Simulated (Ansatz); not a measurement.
Cost and result for the atomization energy of ClF2GeHSe (`[F][Ge]([F])([Cl])[SeH]`) (6 atoms, 5 bonds).

Total charge 0; spin multiplicity 1. Correlated methods include outer-core shells of Ge, Se, which these sets cover unevenly. Scalar relativity is left out up to krypton. The geometry is a stationary point of PBE0-D4/def2-TZVP. It is one conformer, not always the lowest. Program: Ansatz. All runs use 4 threads of a server CPU on a shared host. Times are those of one run each, without the atoms' runs, and a repeat can differ threefold. Electronic energies, without spin–orbit coupling; frozen cores. CCSD(T)/CBS adds CCSD(T) − MP2 in def2-TZVPP to the MP2 limit, and its time is that of the two runs behind it. T1 = 0.011. With those shells the extrapolation isn't a true limit. B3LYP takes the VWN-RPA correlation (the form of Gaussian; ORCA's B3LYP/G).

CCSD(T)/CBS is a level of theory with its own doubt, some kJ/mol a heavy atom from the limit and from the frozen cores, so smaller differences don't rank the functionals.

| level | functions | wall time |
| --- | --- | --- |
| LDA (SPW92)/def2-TZVPP | 214 | 1 s |
| BLYP-D4/def2-TZVPP | 214 | 1.4 s |
| BHLYP-D4/def2-TZVPP | 214 | 2.8 s |
| CAM-B3LYP-D4/def2-TZVPP | 214 | 3.3 s |
| B3LYP-D4/def2-TZVPP (with forces) | 214 | 3.7 s |
| B2PLYP/def2-TZVPP | 214 | 4.3 s |
| PBE-QIDH/def2-TZVPP | 214 | 4.4 s |
| B97M-V/def2-TZVPP | 214 | 6 s |
| CCSD(T)/def2-SVP | 115 | 7 s |
| ωB97M-V/def2-TZVPP (with forces) | 214 | 9 s |
| MP2/def2-QZVPP | 392 | 15 s |
| CCSD(T)/def2-TZVPP | 214 | 110 s |
| CCSD(T)/CBS(def2) | – | 120 s |

(1) What atomization energy does each give, and how far from CCSD(T)/CBS? (Estimate.)

## Answers

(1) The calculation gave: 
| level | atomization (kcal/mol) | difference from CCSD(T)/CBS | per bond |
| --- | --- | --- | --- |
| LDA (SPW92)/def2-TZVPP | 539.4 | 82.2 | 16.4 |
| BLYP-D4/def2-TZVPP | 448.9 | -8.3 | -1.7 |
| BHLYP-D4/def2-TZVPP | 425.1 | -32.1 | -6.4 |
| CAM-B3LYP-D4/def2-TZVPP | 448.7 | -8.5 | -1.7 |
| B3LYP-D4/def2-TZVPP (with forces) | 444.5 | -12.7 | -2.5 |
| B2PLYP/def2-TZVPP | 444.6 | -12.6 | -2.5 |
| PBE-QIDH/def2-TZVPP | 449.7 | -7.5 | -1.5 |
| B97M-V/def2-TZVPP | 458.4 | 1.2 | 0.2 |
| CCSD(T)/def2-SVP | 413.5 | -43.7 | -8.7 |
| ωB97M-V/def2-TZVPP (with forces) | 450.0 | -7.2 | -1.4 |
| MP2/def2-QZVPP | 472.2 | 15.0 | 3.0 |
| CCSD(T)/def2-TZVPP | 443.3 | -13.9 | -2.8 |
| CCSD(T)/CBS(def2) | 457.2 | 0.0 | 0.0 |

At CCSD(T), def2-SVP lies −43.7 kcal/mol from the extrapolated value and def2-TZVPP −13.8 kcal/mol: correlation converges slowly with the basis, and small sets miss more of it in the bonded molecule than in its fragments. In def2-TZVPP, CCSD(T) changes the Hartree–Fock value by +137.4 kcal/mol (the triples alone add +11.5 kcal/mol) and MP2 by +158.0 kcal/mol; breaking electron pairs costs correlation energy, which Hartree–Fock lacks. Leaving LDA and LC-ωPBE aside and taking each functional with its dispersion term where it has one, the values, not all of them listed here, spread over 39.5 kcal/mol, from BHLYP-D4 to PBE-D4. LDA lies +79.3 kcal/mol from PBE without D4, its usual overbinding.
